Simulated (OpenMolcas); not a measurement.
Cu4+ (d7) among equal point charges was computed by CASSCF with the d shell active (OpenMolcas, ANO-RCC-VDZP on the metal). Its lowest spin-free states, and all those of the highest spin:

```json
{"2S+1": "4", "Degeneracy": "1", "E (cm-1)": "0.0"}
{"2S+1": "4", "Degeneracy": "2", "E (cm-1)": "463.2"}
{"2S+1": "4", "Degeneracy": "1", "E (cm-1)": "1149"}
{"2S+1": "4", "Degeneracy": "2", "E (cm-1)": "1946"}
{"2S+1": "4", "Degeneracy": "1", "E (cm-1)": "2492"}
{"2S+1": "4", "Degeneracy": "2", "E (cm-1)": "24027"}
{"2S+1": "2", "Degeneracy": "1", "E (cm-1)": "24509"}
{"2S+1": "2", "Degeneracy": "1", "E (cm-1)": "24644"}
{"2S+1": "2", "Degeneracy": "2", "E (cm-1)": "24944"}
{"2S+1": "2", "Degeneracy": "1", "E (cm-1)": "25223"}
{"2S+1": "2", "Degeneracy": "1", "E (cm-1)": "25449"}
{"2S+1": "2", "Degeneracy": "2", "E (cm-1)": "25600"}
{"2S+1": "4", "Degeneracy": "1", "E (cm-1)": "27390"}
```

**Question.** Is the site octahedral, tetrahedral or cube-like, axial, or of lower symmetry?

**Answer.** The states with 2S+1 = 4 have orbital degeneracies 1, 2, 1, 2, 1, 2, 1. There are pairs but no triples, so the site is axial: not cubic, but with a proper or improper axis of order three or more. The run had Cu4+ among 5 point charges of -1 e arranged as a square pyramid (C4v), 1.87 Å from the ion, with the axial distance 1.982 Å.

Spin-orbit coupling mixes the spin-free states strongly: the lowest level takes only 56 % from its leading state, an unlabelled state of the same spin as most of the rest. Without dynamic correlation the repulsion within the d shell is too large (B by tens of per cent), so at a given field states of lower spin stand too high. Point charges give a weaker field than real ligands, and real ions of this kind are often low spin; the high spin found here belongs to the model. The ground term spreads over less than 5000 cm-1, several times less than with real ligands, so orbital moments are less quenched and χT lies further from the spin-only value than at real sites. This is an electrostatic model: the charges have no orbitals. An unlabelled pair can be two single states that coincide in this model. No measured value stands beside these numbers.
